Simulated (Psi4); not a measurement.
Noncovalent pair: SiH4 (SMILES [SiH4]) (first 5 atoms) with CH3F (SMILES CF); geometry from B3LYP-D3(BJ)/def2-TZVP, rigid monomers moved along the line of their centres of mass till Si1···F7 is 5.65 Å.
(charge 0, multiplicity 1):
```json
[
 {"atom": "Si", "x (Å)": "0.1286", "y (Å)": "-0.1152", "z (Å)": "0.1965"},
 {"atom": "H", "x (Å)": "0.4718", "y (Å)": "-1.5235", "z (Å)": "0.4820"},
 {"atom": "H", "x (Å)": "-1.2448", "y (Å)": "0.1836", "z (Å)": "0.6598"},
 {"atom": "H", "x (Å)": "0.1971", "y (Å)": "0.1172", "z (Å)": "-1.2664"},
 {"atom": "H", "x (Å)": "1.0866", "y (Å)": "0.7931", "z (Å)": "0.8654"},
 {"atom": "C", "x (Å)": "-0.6870", "y (Å)": "0.8867", "z (Å)": "6.3582"},
 {"atom": "F", "x (Å)": "-0.3104", "y (Å)": "-0.3420", "z (Å)": "5.8227"},
 {"atom": "H", "x (Å)": "-1.6582", "y (Å)": "1.1632", "z (Å)": "5.9472"},
 {"atom": "H", "x (Å)": "-0.7478", "y (Å)": "0.7883", "z (Å)": "7.4422"},
 {"atom": "H", "x (Å)": "0.0625", "y (Å)": "1.6301", "z (Å)": "6.0861"}
]
```

These are SAPT0/jun-cc-pV(D+d)Z (Psi4) values and carry that method's errors.

Question: Which attractive term is largest, and how does the interaction split up?

Answer: electrostatics -0.3, exchange 0.0, induction 0.0, dispersion -0.2, total -0.5 kJ/mol; the largest attraction is electrostatics.
